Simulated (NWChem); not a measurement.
Program: NWChem. System: H2INSn, charge 0, spin multiplicity 1, at a geometry optimised with PBE/def2-SVP with def2 effective core potentials on Sn, I. The structure started from a generated list of species. Level: G0W0@PBE0/def2-TZVP with def2 effective core potentials on Sn, I, RI basis def2-tzvp-rifit, no spin-orbit coupling.

The NWChem input:

```
start mol
memory heap 200 mb stack 700 mb global 1700 mb
geometry units angstroms nocenter noautoz
  Sn    -0.919552    -0.948746     0.000000
  I      0.745048     1.299668     0.000000
  N      0.624926    -2.298026     0.000000
  H      1.618513    -2.043513     0.000000
  H      0.497069    -3.315416     0.000000
  symmetry group Cs
end
basis spherical
  * library def2-tzvp
end
ecp
  Sn library def2-ecp
  I library def2-ecp
end
basis "ri basis" bse spherical
  * library def2-tzvp-rifit
end
dft
  xc pbe0
  iterations 100
  direct
  tolerances tight
end
task dft energy
gw
  states alpha occ 4 vir 2
end
task dft gw
```

Part of the output:

```
             Northwest Computational Chemistry Package (NWChem) 7.3.0
             --------------------------------------------------------

                                NWChem Input Module
                                -------------------

 Scaling coordinates for geometry "geometry" by  1.889725989
 (inverse scale =  0.529177249)

 Turning off AUTOSYM since
 SYMMETRY directive was detected!

                             Geometry "geometry" -> ""
                             -------------------------

 Output coordinates in angstroms (scale by  1.889725989 to convert to a.u.)

  No.       Tag          Charge          X              Y              Z
 ---- ---------------- ---------- -------------- -------------- --------------
    1 Sn                  50.0000    -0.91955200    -0.94874600     0.00000000
    2 I                   53.0000     0.74504800     1.29966800     0.00000000
    3 N                    7.0000     0.62492600    -2.29802600     0.00000000
    4 H                    1.0000     1.61851300    -2.04351300     0.00000000
    5 H                    1.0000     0.49706900    -3.31541600     0.00000000

 Effective nuclear repulsion energy (a.u.)     687.0033366012

            Nuclear Dipole moment (a.u.)
            ----------------------------
        X                 Y               Z
 ---------------- ---------------- ----------------
     0.0000151178    -0.0000132281     0.0000000000

      Symmetry information
      --------------------

 Group name             Cs
 Group number              2
 Group order               2
 No. of unique centers     5

      Symmetry unique atoms

     1    2    3    4    5


 Summary of "ao basis" -> "" (spherical)
 ------------------------------------------------------------------------------
       Tag                 Description            Shells   Functions and Types
 ---------------- ------------------------------  ------  ---------------------
 *                         def2-tzvp                  on all atoms

 Summary of "ri basis" -> "" (spherical)
 ------------------------------------------------------------------------------
[...]
     ---------------------------------

     L   x y z        total         alpha         beta         nuclear
     -   - - -        -----         -----         ----         -------
     0   0 0 0     -0.000000    -28.000000    -28.000000     56.000000

     1   1 0 0     -0.544036     -4.888732     -4.888732      9.233428
     1   0 1 0     -1.198173      8.684970      8.684970    -18.568113
     1   0 0 1     -0.000000     -0.000000     -0.000000      0.000000

     2   2 0 0    -41.773438    -88.880626    -88.880626    135.987814
     2   1 1 0     -0.062684    -50.728006    -50.728006    101.393329
     2   1 0 1     -0.000000     -0.000000     -0.000000      0.000000
     2   0 2 0    -40.349945   -224.021025   -224.021025    407.692104
     2   0 1 1     -0.000000     -0.000000     -0.000000      0.000000
     2   0 0 2    -43.166472    -21.583236    -21.583236      0.000000

 Task  times  cpu:       44.9s     wall:       44.9s

                                NWChem Input Module
                                -------------------

                                 NWChem GW Module
                                 ----------------

                             ***********************
                             ***        GW       ***
                             ***********************

 Summary of "ri basis" -> "ri basis" (spherical)
 ------------------------------------------------------------------------------
       Tag                 Description            Shells   Functions and Types
 ---------------- ------------------------------  ------  ---------------------
 Sn                     def2-tzvp-rifit             38      184   9s8p8d6f4g3h
 I                      def2-tzvp-rifit             38      184   9s8p8d6f4g3h
 N                      def2-tzvp-rifit             22       76   8s6p4d3f1g
 H                      def2-tzvp-rifit              7       15   4s2p1d

                 Memory Information
                 ------------------
          Available GA per process is          1699.8 MBs
          Available stack per process is        700.0 MBs
          Available heap per process is           0.0 MBs

          Peak memory in Initialization
              Peak GA per process is                 17.3 MBs
              Peak stack per process is               0.2 MBs
              Peak heap per process is               18.1 MBs
              Memory not in MA per process            0.0 MBs

          Peak memory in AFF Calculation
              Peak GA per process is                106.1 MBs
              Peak stack per process is              79.1 MBs
              Peak heap per process is                0.0 MBs
              Memory not in MA per process           79.1 MBs

          Computing 2-center integrals
          Computing Inverse Cholesky factor
          Computing 3-center integrals
          Computing V_xc ...

          Computing Sigma_x
          Computing RPA polarizability
          Solving quasiparticle equations

                  Alpha Orbitals
          State     Energy (eV)     Error (eV)
          -----------------------------------
@GW        25         -9.335           0.003
@GW        26         -9.122           0.004
@GW        27         -8.686           0.003
@GW        28         -8.684           0.004
@GW        29         -0.614           0.004
@GW        30          0.668           0.004

   Applying  -1.6386 eV scissor-shift to rest of particle states

   Applying   1.7399 eV scissor-shift to rest of hole states

     GW Timing Statistics
   ------------------------
   Init.   :          0.3s
     ERIs  :          3.7s
     Distr.:          0.1s
     Vxc   :          5.0s
   Sigma_x :          0.0s
   RPA     :         12.2s
   Wmn     :          0.1s
   Sigma_c :          0.1s
   GW total:         21.4s

 Task  times  cpu:       21.4s     wall:       21.4s

 Total times  cpu:       66.4s     wall:       66.4s
```
